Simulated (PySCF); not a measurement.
## Basis-set dependence of KF at HF

PySCF, RHF reference; singlet, unpaired electrons none; De to K + F without counterpoise correction.

```tsv
basis	relativity	functions	Re (Å)	ωe (cm⁻¹)	De (eV)	μ (D)
x2c-SVPall	spin-free X2C	38	2.174	481	2.75	-8.69
def2-SVPD	no relativity	50	2.244	417	3.21	-9.44
x2c-TZVPPall	spin-free X2C	64	2.221	422	2.93	-9.19
```

Q: How does each smaller set differ from the one with most functions, x2c-TZVPPall?

A: x2c-SVPall: -4.7 pm, +14.0 % in ωe, -0.18 eV in De; def2-SVPD: +2.3 pm, -1.2 % in ωe, +0.28 eV in De. All at HF; the set with most functions is neither the basis-set limit nor always the best. The rows treat relativity differently, so the differences are not basis effects alone.

A positive dipole means K(−)F(+). Where the molecule has an RHF reference, its open-shell atoms are computed with UHF. Hartree–Fock leaves out correlation, which carries a large part of most bond energies and some tenths to 1 eV of ionisation energies.
